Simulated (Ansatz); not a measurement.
Diatomic SN, multiplicity 2 (the spin of the measured ground state). The T1 diagnostic near the minimum is 0.063, so single-reference values are doubtful.

```
level                 bond energy D_e (kJ/mol)
--------------------  ------------------------
SVWN5/def2-TZVPP                         623.7
PBE/def2-TZVPP                           537.3
r2SCAN/def2-TZVPP                        471.5
B97M-V/def2-TZVPP                        473.7
B3LYP/def2-TZVPP                         478.2
PBE0/def2-TZVPP                          469.2
CAM-B3LYP/def2-TZVPP                     466.5
wB97X-V/def2-TZVPP                       477.5
wB97M-V/def2-TZVPP                       479.0
```

The rows run from 466.5 (CAM-B3LYP/def2-TZVPP) to 623.7 kJ/mol (SVWN5/def2-TZVPP). The 9 functionals in def2-TZVPP without D3 or D4 span 157.2, from CAM-B3LYP to SVWN5.

D_e counts from the fitted minimum to each atom's lowest state at the same level, without counterpoise.

Codes used: Ansatz (Gaussian basis) for Hartree–Fock, density functionals and correlated methods.

Ansatz is an electronic-structure program.
